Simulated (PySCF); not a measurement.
LuF₄⁻, singlet: data card

These are results of B3LYP/[Lu def2-SVP with ECP28, F def2-SVP], scalar-relativistic core potentials, density fitting, no spin–orbit coupling, PySCF, not measurements.

The structure is a minimum.

* Point group: Td
* Bond lengths: Lu–F 2.006 Å (×4)
* Bond angles: F–Lu–F 109.5° (×6)
* Rotational constants: 0.08273, 0.08273, 0.08273 cm⁻¹
* Lowest empty level: 3.88 eV
* Principal quadrupole moments (Buckingham, traceless) about the centre of mass: 0.00, 0.00, 0.00 D Å
* Principal polarisabilities: 27.8, 27.8, 27.8 bohr³
* Heat capacity Cp at 298.15 K: 92.9 J/(mol K)
* Dipole moment about the centre of mass: 0.00 D
* Rotational symmetry number: 12
* Zero-point energy: 16.9 kJ/mol
* Enthalpy at 298.15 K above 0 K: 20.83 kJ/mol
* Entropy at 298.15 K and 1 bar: 342.3 J/(mol K)
* Highest occupied level: -4.28 eV

Harmonic modes (masses in u: Lu 174.941, F 18.998):
```tsv
symmetry	ω (cm⁻¹)	IR (km/mol, summed over degenerate members)
e	130	0.0
t2	134	104
t2	534	375
a1	559	0.0
```

In Td the vibrations span e + 2t2 + a1. The a1, e modes carry no infrared intensity, as symmetry demands.

Charges (e):
```json
{"atom": "Lu1", "Mulliken": "1.07", "Löwdin": "0.20", "polar tensor": "2.09", "Mayer order to Lu1": "–"}
{"atom": "F2,3,4,5", "Mulliken": "-0.52", "Löwdin": "-0.30", "polar tensor": "-0.77", "Mayer order to Lu1": "0.86"}
```

Mulliken populations on Lu1 (electrons outside its core potential): s 4.25, p 12.43, d 11.16, f 14.08.

Outer orbital energies (eV). occupied: -5.09, -4.98, -4.56, -4.56, -4.56, -4.28, -4.28, -4.28; empty: 3.88, 4.58, 4.58, 4.58.

Formally Lu is in oxidation state +3, d0. The polar-tensor charge on Lu, 2.09, is below the formal one.

Stability towards spin polarisation was not tested. Only a few start shapes were tried, so a lower isomer may exist. The lowest empty level of this anion is unbound, so it and the gap depend on the basis. The basis has no diffuse functions, which an anion would want.

The final relaxation and frequency run took 43 s on 4 threads of a shared Arm Neoverse V1 host, with 137 basis functions and 8 gradients; the process peaked at 1.7 GiB. Launch command: `OMP_NUM_THREADS=4 python axn.py task.json out`.
